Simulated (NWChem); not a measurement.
## Correlation energy of BI2

```
B
I 1 2.1136
I 1 2.1136 2 128.78
```
Charge 0, spin multiplicity 2.

Everything below was run with NWChem. The geometry was optimised at UB3LYP/def2-SVP with def2 effective core potentials on I, a minimum by its harmonic frequencies.

Basis set: def2-SVP. Each correlation energy counts from its own Hartree-Fock reference.

Effective core potentials replace the inner electrons of I; spin-orbit coupling is left out. The correlated methods keep 9 core orbitals frozen. The structure started from a generated list of species. The unpaired electrons of the parent sit in orbitals of symmetry a1 (C2v labels of the run); other states weren't searched. No SCF solution was tested for a lower state. Open-shell Hartree-Fock references start from PBE0 orbitals. Coupled-cluster values serve here as a point of comparison, not as the truth.

For the correlation energy, CCSD on ROHF gives -320.8 mHa and CCSD[T] on ROHF gives -333.5 mHa. What do CCSD on UHF, UMP2, SCS-UMP2 give?

CCSD on UHF: -318.7 mHa; UMP2: -298.6 mHa; SCS-UMP2: -278.9 mHa.
